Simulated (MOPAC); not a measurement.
A run for MOPAC: PM3 on GaCl, 2S+1 = 1, a point of a bond scan (R = 2.426 Å).

```
PM3 1SCF PRECISE CHARGE=0 THREADS=1
ClGa

Cl     0.00000000 1     0.00000000 1     0.00000000 1
Ga     0.00000000 1     0.00000000 1     2.42637200 1
```

It printed:

```
*******************************************************************************
 **                                                                           **
 **                              MOPAC v23.2.5                                **
 **                                                                           **
 *******************************************************************************
 ** MOPAC's Digital Object Identifier: https://doi.org/10.5281/zenodo.6511958 **
 **                                                                           **
 ** Please cite the open-source release paper for use of this MOPAC version:  **
 ** J. E. Moussa and J. J. P. Stewart (2026)                                  **
 ** MOPAC: An open-source semiempirical molecular orbital program             **
 ** J. Open Source Softw., 11(119), 8025, https://doi.org/10.21105/joss.08025 **
 *******************************************************************************

                              PM3 CALCULATION RESULTS

 *******************************************************************************
 *  PM3        - The PM3 Hamiltonian to be used
 *
 *
 *
 *                 CHARGE ON SYSTEM = 0
 *
 *
 *
 *  PRECISE    - TIGHTER CRITERIA TO BE USED
 *  1SCF       - DO 1 SCF AND THEN STOP
 *  THREADS=1  - MULTI-THREADING NOT USED
 *  T=         - A TIME OF 172800.0 SECONDS REQUESTED
 *  DUMP=N     - RESTART FILE WRITTEN EVERY 7200.0 SECONDS REQUESTED
 *******************************************************************************
PM3 1SCF PRECISE CHARGE=0 THREADS=1
 ClGa

   ATOM   CHEMICAL          X               Y               Z
  NUMBER   SYMBOL      (ANGSTROMS)     (ANGSTROMS)     (ANGSTROMS)

     1      Cl          0.00000000  *   0.00000000  *   0.00000000  *
     2      Ga          0.00000000  *   0.00000000  *   2.42637200  *



          CARTESIAN COORDINATES

    NO.       ATOM           X           Y           Z

     1        Cl          0.0000      0.0000      0.0000
     2        Ga          0.0000      0.0000      2.4264

 Cl: (PM3): J. J. P. STEWART, J. COMP. CHEM. 10, 209 (1989).
 Ga: (PM3): J. J. P. STEWART, J. COMP. CHEM. 12, 320-341 (1991).

           Empirical Formula: Cl Ga  =     2 atoms



      MOLECULAR POINT GROUP   :   C*v


      RHF CALCULATION, NO. OF DOUBLY OCCUPIED LEVELS = 5


 -------------------------------------------------------------------------------
 PM3 1SCF PRECISE CHARGE=0 THREADS=1
 ClGa



     1SCF WAS SPECIFIED, SO BFGS WAS NOT USED
     SCF FIELD WAS ACHIEVED


                              PM3 CALCULATION
                                                       MOPAC v23.2.5 Linux




          FINAL HEAT OF FORMATION =        -19.66456 KCAL/MOL =     -82.27653 KJ/MOL


          COSMO AREA              =         87.84 SQUARE ANGSTROMS
          COSMO VOLUME            =         71.51 CUBIC ANGSTROMS

          IONIZATION POTENTIAL    =          9.480168 EV
          HOMO LUMO ENERGIES (EV) =         -9.480 -1.290
          NO. OF FILLED LEVELS    =          5
          MOLECULAR WEIGHT        =        105.1880         POINT GROUP:  C*v

          MOLECULAR DIMENSIONS (Angstroms)

            Atom       Atom       Distance
           Ga     2   Cl     1     2.42637
           Ga     2   Cl     1     0.00000
           Cl     1   Ga     2     0.00000


          SCF CALCULATIONS        =          1





   ATOM   CHEMICAL          X               Y               Z
  NUMBER   SYMBOL      (ANGSTROMS)     (ANGSTROMS)     (ANGSTROMS)

     1      Cl          0.00000000  *   0.00000000  *   0.00000000  *
     2      Ga          0.00000000  *   0.00000000  *   2.42637200  *

                             CARTESIAN COORDINATES

   1   Cl        0.000000000     0.000000000     0.000000000
   2   Ga        0.000000000     0.000000000     2.426372000


           Empirical Formula: Cl Ga  =     2 atoms



      MOLECULAR POINT GROUP   :   C*v


                  EIGENVALUES
 -53.90838 -15.88868  -9.73097  -9.73097  -9.48017  -1.29025  -1.29025  -0.31110


              NET ATOMIC CHARGES AND DIPOLE CONTRIBUTIONS

  ATOM NO.   TYPE          CHARGE      No. of ELECS.   s-Pop       p-Pop
    1         Cl          -0.724637        7.7246     1.96728     5.75736
    2         Ga           0.724637        2.2754     1.98228     0.29309
 DIPOLE           X         Y         Z       TOTAL
 POINT-CHG.     0.000     0.000     8.445     8.445
 HYBRID        -0.000     0.000    -0.755     0.755
 SUM           -0.000     0.000     7.690     7.690


          ATOMIC ORBITAL ELECTRON POPULATIONS

     Atom    s        px        py        pz
    1 Cl   1.96728   1.89674   1.89674   1.96388
    2 Ga   1.98228   0.10326   0.10326   0.08656

 **********************
 *                    *
 * JOB ENDED NORMALLY *
 *                    *
 **********************




 == MOPAC DONE ==
```

The run finished.

Cost: very roughly 0.03 core-seconds.
